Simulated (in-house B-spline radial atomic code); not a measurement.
What moves the levels of Lu ([Xe] 4f14 5d1 6s2)? Method: Dirac-Hartree-Fock, average of configuration, Fermi nucleus of rms radius 5.37 fm. Calculated with a radial B-spline atomic code at the basis-set limit.

Baseline run (computed): total energy -14572.4481 hartree, 1s1/2 at -2341.271 hartree, 5d5/2 at -5.0349 eV with <r> = 2.779 bohr.

Scaling the speed of light c (a factor of 100 is close to the non-relativistic limit):

```csv
c/c0,ΔE (hartree),5d5/2 level (eV),5d5/2 <r> (bohr)
0.95,-91.613,-4.86166,2.823
0.98,-34.581,-4.9688,2.796
1.02,32.146,-5.0972,2.764
3,650.28,-6.4482,2.511
100,720.96,-6.62337,2.485
```

Changing the nucleus:

```tsv
nucleus	ΔE (eV)
Gaussian nucleus of rms radius 5.37 fm	-0.337
uniform spherical nucleus of rms radius 5.37 fm	0.0838
Gaussian nucleus of rms radius 0.01 fm	-51.2
Fermi nucleus of rms radius 5.2626 fm	-1.73
Fermi nucleus of rms radius 5.4774 fm	1.75
```

A larger nucleus binds the electrons less, roughly as the density at the nucleus times the change of the nuclear <r²>. At equal rms radius the shape enters only through higher moments. A radius of 0.01 fm is nearly a point.

Q: The nuclear charge is raised by 0.1. What does the Hellmann-Feynman theorem predict for the energy, and what is found?

A: dE/dZ ≈ -Σ<1/r>, which is -510.537 at the start and -511.649 at the end; their mean times 0.1 is -51.109 hartree, and the two runs differ by -51.107 hartree.
